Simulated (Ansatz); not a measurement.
`C[S+](C)[InH3-]`, relaxed with RKS PBE-D4/def2-SVP in Ansatz from a rough embedded geometry. The force threshold is 0.03 eV/Å; the program also tests the step.

Total charge 0; spin multiplicity 1. In takes the def2 core potential.

Start:

```xyz
13

C    -0.042   -1.723    0.319
S    -0.737   -0.147    0.093
C    -0.699    0.236   -1.610
In    0.626    1.461    1.245
H    -0.080   -2.011    1.446
H    -0.673   -2.534   -0.207
H     0.994   -1.804   -0.027
H    -1.085    1.245   -1.835
H    -1.332   -0.500   -2.236
H     0.339    0.221   -2.018
H     1.896    0.612    2.170
H    -0.470    2.322    2.475
H     1.265    2.623    0.185
```

**Question.** By how much does the energy fall, and how many steps does the optimiser take? (Estimate.)

**Answer.** Ansatz gave: 1.01 eV, in 5 steps.

**Question.** Which bonds change most? (Estimate.)

**Answer.** Ansatz gave: S2–In4 from 2.401 to 2.791 Å; In4–H12 from 1.860 to 1.747 Å; C1–S2 from 1.737 to 1.820 Å; S2–C3 from 1.746 to 1.820 Å.

**Question.** Give the relaxed structure. (An estimate is asked.)

**Answer.** The calculation gave: 
```xyz
13

C    -0.073   -1.719    0.325
S    -0.999   -0.162    0.153
C    -0.684    0.223   -1.597
In    0.741    1.624    1.407
H    -0.165   -2.029    1.383
H    -0.516   -2.497   -0.328
H     0.999   -1.571    0.088
H    -1.177    1.192   -1.803
H    -1.127   -0.560   -2.243
H     0.401    0.325   -1.791
H     1.810    0.354    1.982
H    -0.374    2.383    2.516
H     1.166    2.436   -0.091
```
